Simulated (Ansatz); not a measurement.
`[CH3][GeH2][CH3]` + H₂Te → `[CH3][GeH2][TeH]` + CH₄ at 500 K and 1 bar (ligand exchange at a Ge–C bond).

Computed with Ansatz on PBE0-D4/def2-TZVP structures; ΔE is electronic, products minus reactants. CBS: MP2 limit from def2 TZ/QZ plus the TZ coupled-cluster correction, frozen cores. This one scheme is used for every species. def2 core potentials past Kr. For Ge, Te outer-core shells are correlated without core-valence functions, which leaves a few kJ/mol of doubt a bond. Scalar relativity is left out up to krypton.

```csv
species,CCSD(T)/CBS energy (Eh),H − E (kJ/mol),S (J/(mol·K))
`[CH3][GeH2][CH3]`,-2157.04003,274.5,372.1
H₂Te,-268.91024,48.9,247.6
`[CH3][GeH2][TeH]`,-2385.52242,197.8,407.6
CH₄,-40.46206,135.6,206.8
```

H − E and S are ideal-gas, rigid-rotor, harmonic terms from PBE0-D4/def2-TZVP, for one conformer and one mirror image of each species. 1 Eh = 2625.50 kJ/mol, R = 8.31446 J/(mol·K).

**Question.** By hand: ΔE, ΔH, ΔS and ΔG.

**Answer.** ΔE = (-2385.52242) + (-40.46206) − (-2157.04003) − (-268.91024) = -0.03421 Eh = -89.8 kJ/mol. Δ(H − E) = 197.8 + 135.6 − 274.5 − 48.9 = 10.0, so ΔH = -79.8 kJ/mol. ΔS = 407.6 + 206.8 − 372.1 − 247.6 = -5.3 J/(mol·K). ΔG = -79.8 − 500 × (-5.3)/1000 = -77.1 kJ/mol.

**Question.** By hand: the equilibrium constant, and the temperature at which ΔG would vanish if ΔH and ΔS stayed fixed.

**Answer.** log₁₀ K = −ΔG/(RT ln 10) = 8.1. ΔG = 0 at ΔH/ΔS = 15057 K, far beyond where these terms or the molecules hold.

The number of gas molecules stays the same, so ΔS is small and ΔH decides. A doubt of 5 kJ/mol in ΔE shifts log₁₀ K by 0.5 here. Other conformers and mirror images would add mixing entropy, several J/(mol·K) or more a flexible species. These are equilibria of isolated gas molecules and say nothing of rates. Largest T1 diagnostic: 0.010 (customary marks: 0.02 for closed shells, 0.045 for open ones).
